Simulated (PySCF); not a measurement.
GeH5In, SMILES [GeH3][InH2].

Geometry optimised at PBE0-D3(BJ)/def2-TZVP. The def2 effective core potentials stand for the cores of In; spin–orbit coupling is left out.

Level of theory: TDA-LC-ωPBE/def2-SVPD (PySCF 2.14.0).

Vertical excitations. 

```tsv
state	energy (eV)	λ (nm)	f	main pairs
S1	4.40	282	0.003	HOMO→LUMO 97 %
S2	5.12	242	0.000	HOMO−1→LUMO 96 %
S3	6.96	178	0.553	HOMO→LUMO+2 76 %, HOMO→LUMO+1 14 %
S4	7.21	172	0.045	HOMO→LUMO+4 82 %
S5	7.30	170	0.176	HOMO→LUMO+1 61 %, HOMO→LUMO+3 21 %
S6	7.75	160	0.150	HOMO→LUMO+3 52 %, HOMO→LUMO+6 16 %, HOMO→LUMO+1 8 %
S7	7.77	159	0.003	HOMO−3→LUMO 85 %
S8	7.93	156	0.270	HOMO−1→LUMO+2 63 %, HOMO−1→LUMO+1 23 %
S9	7.95	156	0.238	HOMO−2→LUMO 84 %
S10	8.26	150	0.053	HOMO−1→LUMO+1 41 %, HOMO−1→LUMO+3 15 %, HOMO−1→LUMO+2 13 %, HOMO→LUMO+5 12 %
T1	3.77	329	0	HOMO→LUMO 95 %
T2	4.61	269	0	HOMO−1→LUMO 93 %
T3	5.66	219	0	HOMO→LUMO+2 76 %
T4	6.17	201	0	HOMO→LUMO+4 52 %, HOMO−1→LUMO+2 17 %
```
Triplets are in the Tamm–Dancoff approximation.
